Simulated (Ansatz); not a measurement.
Reaction (redistribution): `F[SiH2][SiH2]S` + `[SiH3]P[SiH3]` → `F[SiH2]P[SiH3]` + `[SiH3][SiH2]S`

Calculated with Ansatz (gas phase, PBE0-D4/def2-TZVP geometries, no zero-point term in ΔE). CBS: MP2 limit from def2 TZ/QZ plus the TZ coupled-cluster correction, frozen cores. DFT in def2-TZVPP. One conformer a species, not always the lowest.

**Question.** Is it downhill or uphill in electronic energy at CCSD(T)/CBS, and by how much? (Estimate.)

**Answer.** Ansatz gave: Downhill: ΔE = -7.7 kJ/mol.

**Question.** What do these levels give: BHLYP-D4, PBE, BLYP, MP2/def2-SVP, SCS-MP2/def2-TZVPP, CCSD/def2-TZVPP? (Best estimate.)

**Answer.** Computed: BHLYP-D4 -6.3, PBE -6.7, BLYP -6.0, MP2/def2-SVP -6.2, SCS-MP2/def2-TZVPP -6.9, CCSD/def2-TZVPP -7.7 kJ/mol.

Largest T1 diagnostic among the species: 0.013.

Leaving LDA and LC-ωPBE aside and taking each functional with its dispersion term where it has one, the values, not all of them listed here, spread over 2.9 kJ/mol, from B97M-V to BLYP-D4.
